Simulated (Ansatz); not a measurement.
A nudged elastic band was laid between two geometries of CH$_{4}$AlF$_{2}$N (9 atoms, charge 0, multiplicity 1).

All numbers below come from UKS BLYP/6-31G* (Ansatz).

- movable images: 5
- climbing image: yes
- spring: 5.0 eV/Å²
- optimiser: quadratic models (default)
- start path: through a guess of the saddle point
- force threshold: 0.05 eV/Å
- iteration limit: 58
- end points: relaxed

Image 0:

```xyz
9
Properties=species:S:1:pos:R:3
C 0.138 -1.168 0.594
N -0.402 0.183 0.361
Al 0.053 1.334 -0.913
F -0.677 2.826 -1.013
F 1.221 0.936 -2.030
H -0.646 -1.946 0.524
H 0.620 -1.257 1.586
H 0.900 -1.394 -0.169
H -1.119 0.441 1.042
```

Image 6:

```xyz
9
Properties=species:S:1:pos:R:3
C 0.384 -1.224 0.414
N -0.569 -0.147 0.618
Al -0.212 1.484 -0.690
F -0.485 0.830 -2.219
F 1.368 1.950 -0.333
H -1.533 -0.461 0.452
H 1.402 -0.960 0.707
H 0.264 -1.731 -0.546
H -0.531 0.212 1.580
```

What changes between the two ends?

Bonds broken: C1–H6. Bonds formed: N2–H6.

Give the energies along the band, and the barrier.

The forces met the threshold. The highest image is number 3 of 0 to 6, 371.9 kJ/mol above the first end and 101.9 kJ/mol above the last; the last end lies 270.0 kJ/mol above the first. Neighbouring images differ by up to 2.5 eV, so the band resolves the path poorly. A vibrational analysis at the climbing image gives one clearly imaginary mode, 1325i cm⁻¹: a first-order saddle point. The orbitals stay closed-shell, which can raise the energy where a bond breaks towards radicals; this wasn't checked here.

```json
{"image": "0", "path coordinate (Å)": "0.00", "energy (kJ/mol)": "0.0", "C1–H6 (Å)": "1.11", "N2–H6 (Å)": "2.15"}
{"image": "1", "path coordinate (Å)": "0.65", "energy (kJ/mol)": "5.6", "C1–H6 (Å)": "1.11", "N2–H6 (Å)": "2.13"}
{"image": "2", "path coordinate (Å)": "1.29", "energy (kJ/mol)": "131.0", "C1–H6 (Å)": "1.13", "N2–H6 (Å)": "1.70"}
{"image": "3", "path coordinate (Å)": "1.94", "energy (kJ/mol)": "371.9", "C1–H6 (Å)": "1.53", "N2–H6 (Å)": "1.11"}
{"image": "4", "path coordinate (Å)": "3.12", "energy (kJ/mol)": "276.2", "C1–H6 (Å)": "2.06", "N2–H6 (Å)": "1.03"}
{"image": "5", "path coordinate (Å)": "4.31", "energy (kJ/mol)": "272.3", "C1–H6 (Å)": "2.06", "N2–H6 (Å)": "1.03"}
{"image": "6", "path coordinate (Å)": "5.49", "energy (kJ/mol)": "270.0", "C1–H6 (Å)": "2.06", "N2–H6 (Å)": "1.03"}
```

What is the geometry of the highest image?


```xyz
9
Properties=species:S:1:pos:R:3:forces:R:3
C 0.309 -1.443 0.606 0.00 0.00 0.00
N -0.440 -0.011 0.406 0.00 -0.01 -0.01
Al 0.032 1.410 -0.758 0.01 0.00 0.01
F -1.169 2.436 -1.294 0.00 0.00 0.00
F 1.391 1.167 -1.690 0.00 0.00 0.00
H -1.028 -0.905 0.105 0.00 0.00 0.00
H 0.863 -1.432 1.556 0.00 0.00 0.00
H 0.992 -1.538 -0.250 0.00 0.01 0.00
H -0.862 0.269 1.301 0.00 0.00 0.00
```

The band took 27 iterations and of the order of 12 core-minutes.

Time of the run: 6.1 min on 2 threads of Arm Neoverse V2, on a shared host, peak memory 0.2 GiB.
